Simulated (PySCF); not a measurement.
**Nickel: a sound run and one with changed settings**

Sound run: Ni [Ar] 3d8 4s2, Ni⁺ [Ar] 3d9. Computed with PySCF 2.14 in x2c-SVPall, with the spin-free X2C one-electron Hamiltonian (Gaussian nucleus). In the sound run the correlated levels freeze [Ar]. The sound run starts from symmetry-adapted Hartree-Fock orbitals and uses a fine grid where one is needed.

Changed run: initial guess 1e, at most 50 SCF cycles.

```csv
species,method,sound run (hartree),changed run (hartree),converged
Ni,UHF,-1518.83277,-1518.77026,yes
Ni,TPSS,-1520.31834,-1520.33950,yes
Ni,PBE0,-1520.05441,-1520.05441,yes
Ni⁺,UHF,-1518.53264,-1518.53261,yes
Ni⁺,TPSS,-1520.04265,-1520.04275,yes
Ni⁺,PBE0,-1519.77255,-1519.77309,yes
Ni⁺,MP2,-1518.78117,-1518.78115,yes
```

Ionisation energy of Ni:

```csv
method,sound run (eV),changed run (eV)
PBE0,7.670,7.655
```

The plain start fixes occupations by D2h representation alone, and Ni at UHF, Ni at TPSS landed in another state (other ⟨L²⟩ or ⟨S²⟩). 

For comparison, NIST gives 7.640 eV between the lowest levels.
